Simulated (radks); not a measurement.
Question: Kr4+, configuration [Ar] 3d10 4s2 4d2 (not the ground configuration). Method: Dirac Kohn-Sham, BLYP, spin-unpolarised, spherical densities, finite nucleus; open shells fill j = l - 1/2 first; Fermi nuclear charge, rms radius 4.1884 fm; computed with a radial shooting solver on a logarithmic mesh with Libxc functionals. Some entries of the table are withheld. Estimate them.

orbital,occ.,eigenvalue (eV),<r^2> (bohr^2)
1s1/2,2,(1),0.002318
2s1/2,2,-1927.472,0.03964
2p1/2,2,-1748.566,0.03037
2p3/2,4,-1694.652,0.03180
3s1/2,2,-326.2596,0.3224
3p1/2,2,-262.9909,(2)
3p3/2,4,-255.0312,(3)
3d3/2,4,-144.5183,0.3690
3d5/2,6,-143.1993,0.3739
4s1/2,2,-76.6711,2.236
4d3/2,2,-35.9490,4.748
4d5/2,0,-35.8262,4.783

Answer: 
(1) 1s1/2 eigenvalue (eV): -14222.26
(2) 3p1/2 <r^2> (bohr^2): 0.3315
(3) 3p3/2 <r^2> (bohr^2): 0.3443
